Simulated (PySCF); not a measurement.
A calculated (LDA, PySCF 2.14, ANO-RCC-VTZP, the spin-free X2C one-electron Hamiltonian (Gaussian nucleus)) atom or ion has these occupied shells.

| shell | electrons | orbital energy (eV) | rms radius, mean of both spins (bohr) |
| --- | --- | --- | --- |
| 1s α | 1 | -9526.4 | 0.0581 |
| 1s β | 1 | -9526.3 | 0.0581 |
| 2s α | 1 | -1185.7 | 0.246 |
| 2s β | 1 | -1185.0 | 0.246 |
| 2p α | 3 | -1033.2 | 0.220 |
| 2p β | 3 | -1032.7 | 0.220 |
| 3s α | 1 | -158.32 | 0.730 |
| 3s β | 1 | -156.97 | 0.730 |
| 3p α | 3 | -112.82 | 0.769 |
| 3p β | 3 | -111.48 | 0.769 |
| 3d α | 5 | -39.176 | 0.953 |
| 3d β | 4 | -37.719 | 0.953 |
| 4s α | 1 | -26.472 | 2.29 |

(1) Name the element and its charge.

Results:

(1) Zn²⁺ (zinc, charge +2), in [Ar] 3d9 4s1, high-spin 3D determinant (an excited configuration).
